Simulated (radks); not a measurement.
Problem. The iron ion Fe+, configuration [Ar] 3d6 4s1. Method: scalar-relativistic Kohn-Sham, Slater X-alpha with alpha = 0.794, spin-polarised, spherical densities, point nucleus; open shells are filled with parallel spins first; computed with a radial shooting solver on a logarithmic mesh with Libxc functionals. Some entries of the table are withheld. Estimate them.

orbital  occ.  eigenvalue (eV)  r(max) (bohr)
1s up       1        -7028.205        0.03827
1s down     1        -7028.140        0.03827
2s up       1        -835.1667         0.2222
2s down     1        -832.4779         0.2220
2p up       3        -715.6288         0.1792
2p down     3        -713.5575         0.1789
3s up       1        -105.8974            (1)
3s down     1        -100.0432            (2)
3p up       3         -72.1177         0.7085
3p down     3         -66.3397         0.7100
3d up       5         -19.0766         0.6981
4s up       1         -13.7510          2.217
3d down     1         -13.4492         0.7058
4s down     0          -9.7081          2.291

Solution. 
(1) 3s up r(max) (bohr): 0.6980
(2) 3s down r(max) (bohr): 0.6989
